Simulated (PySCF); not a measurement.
C₃S₂, SMILES S=C=C=C=S. Atoms are numbered in the order given.

```xyz
5

S      0.0000     0.0000    -2.8402
C      0.0000     0.0000    -1.2831
C      0.0000     0.0000     0.0000
C      0.0000     0.0000     1.2831
S      0.0000     0.0000     2.8402
```
Charge 0, spin multiplicity 1.

The structure is a stationary point at PBE0-D3(BJ)/def2-SVP.

Level of theory: PBE/def2-TZVP in PySCF.

ESP charges are fitted to the potential on shells at 1.4 to 2.0 van der Waals radii. Atomic charges (e):

| atom | meta-Löwdin | ESP fit | Mulliken |
|---|---|---|---|
| S1 | 0.12 | 0.09 | -0.07 |
| C2 | -0.05 | -0.25 | 0.05 |
| C3 | -0.14 | 0.32 | 0.04 |
| C4 | -0.05 | -0.25 | 0.05 |
| S5 | 0.12 | 0.09 | -0.07 |

Problem. Give the Mayer and Wiberg (Löwdin basis) orders of the bonds. (The exact figures need the calculation; the answer reports its results.)

Solution. 
```tsv
bond	Mayer	Wiberg
S1–C2	2.17	2.64
C2–C3	1.77	2.04
C3–C4	1.77	2.04
C4–S5	2.17	2.64
```
